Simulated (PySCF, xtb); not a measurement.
C4H7FSi, SMILES F[C@]1([SiH3])C=CC1.

GFN2-xTB (xtb) at its own geometry gives an orbital gap of 4.53 eV and a dipole moment of 2.23 D.

Geometry optimised at PBE0-D3(BJ)/def2-SVP. The structure was generated by enumeration; whether it is a known compound was not checked.

**Question.** What does ωB97X/def2-TZVP run with PySCF give? (Estimate from the structure and the level; the computed values follow.)

**Answer.** gap 11.63 eV (levels -9.92 and 1.71 eV), dipole 1.85 D.
